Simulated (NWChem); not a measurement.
System: CH₅NOSi₂; SMILES O[Si@H]1N=C[SiH2]1

Output (shortened):

```
             Northwest Computational Chemistry Package (NWChem) 7.3.0
             --------------------------------------------------------

 C1  symmetry detected

                             Geometry "geometry" -> ""
                             -------------------------

 Output coordinates in angstroms (scale by  1.889725989 to convert to a.u.)

  No.       Tag          Charge          X              Y              Z
 ---- ---------------- ---------- -------------- -------------- --------------
    1 O                    8.0000    -0.48495526    -2.07629706    -0.52349273
    2 Si                  14.0000     0.00067099    -0.81005631     0.43850884
    3 N                    7.0000     1.49745352     0.05099091    -0.07906829
    4 C                    6.0000     1.06908639     1.25749476    -0.26225009
    5 Si                  14.0000    -0.85071139     1.31621969    -0.03401896
    6 H                    1.0000    -0.07508752    -2.93791229    -0.35871610
    7 H                    1.0000     0.17935683    -1.28829924     1.84088415
    8 H                    1.0000     1.78106591     2.05643653    -0.51675959
    9 H                    1.0000    -1.60059689     1.53805375    -1.30311359
   10 H                    1.0000    -1.40122358     2.25390543     0.98976715

 Effective nuclear repulsion energy (a.u.)     275.3230823281

                                 NWChem DFT Module
                                 -----------------

 Summary of "ao basis" -> "ao basis" (spherical)
 ------------------------------------------------------------------------------
       Tag                 Description            Shells   Functions and Types
 ---------------- ------------------------------  ------  ---------------------
 O                         def2-tzvp                11       31   5s3p2d1f
 Si                        def2-tzvp                13       37   5s5p2d1f
 N                         def2-tzvp                11       31   5s3p2d1f
 C                         def2-tzvp                11       31   5s3p2d1f
 H                         def2-tzvp                 4        6   3s1p

            General Information
            -------------------
          SCF calculation type: DFT
          Wavefunction type:  closed shell.
          No. of atoms     :    10
          No. of electrons :    54
           Alpha electrons :    27
            Beta electrons :    27
          Charge           :     0
          Spin multiplicity:     1
          Use of symmetry is: off; symmetry adaption is: off
          Maximum number of iterations: 150
          AO basis - number of functions:   197
                     number of shells:    79
          Convergence on energy requested:  1.00D-06
          Convergence on density requested:  1.00D-05
          Convergence on gradient requested:  5.00D-04

              XC Information
              --------------
                        Slater Exchange Functional  1.000 local
                      VWN V Correlation Functional  1.000 local

             Grid Information
             ----------------
          Grid used for XC integration:  medium
          Radial quadrature: Mura-Knowles
          Angular quadrature: Lebedev.
          Tag              B.-S. Rad. Rad. Pts. Rad. Cut. Ang. Pts.
          ---              ---------- --------- --------- ---------
          O                   0.60       49          12.0       434
          Si                  1.10       88          12.0       590
          N                   0.65       49          11.0       434
          C                   0.70       49          12.0       434
          H                   0.35       45          13.0       434
          Grid pruning is: on
          Number of quadrature shells:   548
          Spatial weights used:  Erf1

      Superposition of Atomic Density Guess
      -------------------------------------

 Sum of atomic energies:        -746.93705426

      Non-variational initial energy
      ------------------------------

 Total energy =    -748.997077
 1-e energy   =   -1578.744795
 2-e energy   =     554.424636
 HOMO         =      -0.270720
 LUMO         =      -0.058221

------------------------------------------------------------
EAF file 0: "./job.aoints.0" size=801112064 bytes
------------------------------------------------------------
               write      read    awrite     aread      wait
               -----      ----    ------     -----      ----
     calls:     1528         0         0         0         0
   data(b): 8.01e+08  0.00e+00  0.00e+00  0.00e+00
   time(s): 0.00e+00  0.00e+00  0.00e+00  0.00e+00  0.00e+00
rate(mb/s): 0.00e+00  0.00e+00
------------------------------------------------------------

     ---------------------------------------------
      Total Density - Mulliken Population Analysis
     ---------------------------------------------

    Atom       Charge   Shell Charges
 -----------   ------   -------------------------------------------------------
    1 O    8     8.85   0.79  1.18  0.59  0.95  0.24  2.02  2.21  0.85  0.00  0.01  0.00
    2 Si  14    13.22   2.00  0.59  1.39  0.85  0.44  4.11  1.73  0.48  1.00  0.27  0.15  0.16  0.06
    3 N    7     7.72   0.82  1.15  0.60  0.91  0.22  1.52  1.79  0.66  0.01  0.04  0.00
    4 C    6     5.88   0.86  1.12  0.56  0.68  0.12  1.03  1.13  0.28  0.02  0.07  0.01
    5 Si  14    13.80   2.00  0.59  1.39  0.90  0.53  4.11  1.73  0.51  1.35  0.53  0.07  0.08  0.02
    6 H    1     0.55   0.19  0.25  0.06  0.04
    7 H    1     1.06   0.23  0.54  0.29  0.01
    8 H    1     0.87   0.24  0.47  0.14  0.02
    9 H    1     1.02   0.22  0.53  0.26  0.01
   10 H    1     1.02   0.22  0.53  0.26  0.01

   convergence    iter        energy       DeltaE   RMS-Dens  Diis-err
 ---------------- ----- ----------------- --------- --------- ---------
 d= 0,ls=0.0,diis     1   -746.3768418967 -1.02D+03  9.15D-03  2.95D+00
 d= 0,ls=0.0,diis     2   -745.9373382740  4.40D-01  8.94D-03  5.16D+00
 d= 0,ls=0.0,diis     3   -746.3262070508 -3.89D-01  3.21D-03  1.80D+00
 d= 0,ls=0.0,diis     4   -746.4979298500 -1.72D-01  1.38D-03  2.07D-01
 d= 0,ls=0.0,diis     5   -746.5146447976 -1.67D-02  5.54D-04  4.16D-02
  Resetting Diis
 d= 0,ls=0.0,diis     6   -746.5189552736 -4.31D-03  1.87D-04  1.52D-03
 d= 0,ls=0.0,diis     7   -746.5191449412 -1.90D-04  1.18D-04  1.94D-04
 d= 0,ls=0.0,diis     8   -746.5190583442  8.66D-05  7.96D-05  8.57D-04
 d= 0,ls=0.0,diis     9   -746.5191660571 -1.08D-04  1.86D-05  4.37D-05
 d= 0,ls=0.0,diis    10   -746.5191701875 -4.13D-06  6.47D-06  3.88D-06
 d= 0,ls=0.0,diis    11   -746.5191706323 -4.45D-07  1.41D-06  2.42D-07

         Total DFT energy =     -746.519170632307
      One electron energy =    -1583.022452154764
           Coulomb energy =      622.036577041041
    Exchange-Corr. energy =      -60.856377846658
 Nuclear repulsion energy =      275.323082328073

 Numeric. integr. density =       54.000018226021

                       DFT Final Molecular Orbital Analysis
                       ------------------------------------

 Vector   25  Occ=2.000000D+00  E=-2.948336D-01
              MO Center= -1.9D-01, -1.5D+00, -2.0D-01, r^2= 2.5D+00
   Bfn.  Coefficient  Atom+Function         Bfn.  Coefficient  Atom+Function
  ----- ------------  ---------------      ----- ------------  ---------------
     8      0.329347   1 O  pz               11      0.266650   1 O  pz
     6     -0.231202   1 O  px               14      0.209051   1 O  pz
     9     -0.187893   1 O  px               12     -0.148391   1 O  px
    75     -0.123335   3 N  py               73      0.116356   3 N  s
   175     -0.114927   7 H  s               176     -0.115024   7 H  s

 Vector   26  Occ=2.000000D+00  E=-2.509333D-01
              MO Center= -3.0D-01,  2.0D-01,  2.9D-01, r^2= 3.5D+00
   Bfn.  Coefficient  Atom+Function         Bfn.  Coefficient  Atom+Function
  ----- ------------  ---------------      ----- ------------  ---------------
   146      0.276111   5 Si py               47     -0.199244   2 Si py
    35     -0.173530   2 Si s               176      0.164126   7 H  s
   175      0.152070   7 H  s               105     -0.148441   4 C  px
    46      0.146574   2 Si px              149      0.132161   5 Si py
   108     -0.110561   4 C  px              135     -0.108004   5 Si s

 Vector   27  Occ=2.000000D+00  E=-2.054642D-01
              MO Center=  1.0D+00,  4.9D-01, -8.6D-02, r^2= 3.0D+00
   Bfn.  Coefficient  Atom+Function         Bfn.  Coefficient  Atom+Function
  ----- ------------  ---------------      ----- ------------  ---------------
    74      0.350846   3 N  px               77      0.281708   3 N  px
    80      0.254379   3 N  px              135      0.227927   5 Si s
   145      0.185436   5 Si px              134      0.163853   5 Si s
   181     -0.133623   8 H  s               182     -0.133946   8 H  s
   105     -0.130104   4 C  px               46     -0.128365   2 Si px

 Vector   28  Occ=0.000000D+00  E=-9.457754D-02
              MO Center=  9.5D-01,  7.8D-01, -1.5D-01, r^2= 2.6D+00
   Bfn.  Coefficient  Atom+Function         Bfn.  Coefficient  Atom+Function
  ----- ------------  ---------------      ----- ------------  ---------------
   113      0.362994   4 C  pz              107      0.306775   4 C  pz
    82     -0.303236   3 N  pz              110      0.297496   4 C  pz
    76     -0.291013   3 N  pz               79     -0.244219   3 N  pz
   188      0.242216   9 H  s               150      0.214470   5 Si pz
   194     -0.184402  10 H  s                51     -0.181073   2 Si pz

[...]
```

Level: LDA (Slater exchange, VWN5)/def2-TZVP. Geometry: optimised at B3LYP/6-31G* (spherical d).

Task: Which NWChem input produces such a log?

Result: One answer among several that fit: the input that was run:
```
start job
memory heap 200 mb stack 900 mb global 1100 mb
geometry units angstroms noautoz
  O     -0.480104    -2.024380    -0.658765
  Si     0.011930    -0.813286     0.368756
  N      1.538268     0.035259    -0.078357
  C      1.140616     1.258166    -0.216476
  Si    -0.781984     1.350714    -0.026198
  H     -0.092968    -2.901589    -0.524029
  H      0.149201    -1.356924     1.751838
  H      1.875383     2.051046    -0.420085
  H     -1.498737     1.645460    -1.299591
  H     -1.334158     2.254663     1.026625
end
basis spherical
  * library def2-tzvp
end
dft
  xc slater vwn_5
  iterations 150
  semidirect filesize 400000000
  mulliken
end
task dft energy
```
